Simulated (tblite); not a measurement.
Species: C6H9N.
Numbering: `[CH2:1]=[CH:2][CH2:3][C@H:4]([CH3:5])[C:6]#[N:7]` (hydrogens: H8, H9 on C1; H10 on C2; H11, H12 on C3; H13 on C4; H14, H15, H16 on C5)

Computed with GFN2-xTB (tblite), gas phase: nudged elastic band of 9 images (0 to 8), spring 0.2 eV/Å², climbing image at the end, force threshold 0.05 eV/Å. The top image wasn't refined or checked by frequencies; at this threshold it can lie a kcal/mol or more above the true saddle point of the method.

The band describes a rotation about C3–C4 (allylic carbon, sp3 carbon next to a nitrile), followed by the dihedral C2–C3–C4–C5, from the optimised start (-65°) to a second optimised geometry at 63°.

Problem. How does the energy change from image to image?

Solution. 
| image | dihedral (°) | E (eV) | C3–C4 (Å) | C2···C5 (Å) | largest true force (eV/Å) |
| --- | --- | --- | --- | --- | --- |
| 0 | -65 | 0.000 | 1.542 | 3.05 | 0.01 |
| 1 | -51 | 0.021 | 1.544 | 2.91 | 0.05 |
| 2 | -35 | 0.076 | 1.549 | 2.83 | 0.05 |
| 3 | -19 | 0.139 | 1.555 | 2.78 | 0.05 |
| 4 | -2 | 0.171 | 1.558 | 2.77 | 0.05 |
| 5 | 15 | 0.153 | 1.555 | 2.80 | 0.04 |
| 6 | 32 | 0.107 | 1.550 | 2.86 | 0.04 |
| 7 | 49 | 0.066 | 1.546 | 2.96 | 0.05 |
| 8 | 63 | 0.039 | 1.545 | 3.08 | 0.01 |

Barriers of this band. The top is image 4 at -2°: 0.171 eV forward and 0.132 eV back; the end lies 0.039 eV above the start. The central bond is 0.016 Å longer at the top than at the start.

Problem. What rate follows at 298 K for crossing this barrier forward?

Solution. Taking the electronic barrier for the free energy of activation (no zero-point or entropy terms, transmission 1), rate = (kT/h)·exp(−ΔE/kT) ≈ 8 × 10^9 s⁻¹, whose inverse is 1 × 10^-10 s. An error of 1 kcal/mol in the barrier changes this by a factor of 5, and the method and the loose band can each miss by that much or more.

Problem. How would the two end points share their population at 298 K, from these energies alone?

Solution. exp(−ΔE/kT) with ΔE = 0.039 eV gives 0.22 for the higher one (end) against 1 for the lower, without vibrational, rotational or degeneracy terms. GFN2-xTB can put conformers this close in the wrong order.

The cost below is that of the whole band run. The run took 4.2 s wall on an AMD EPYC 7R13 with one thread, shared host, and the process peaked at 0.18 GiB of memory.
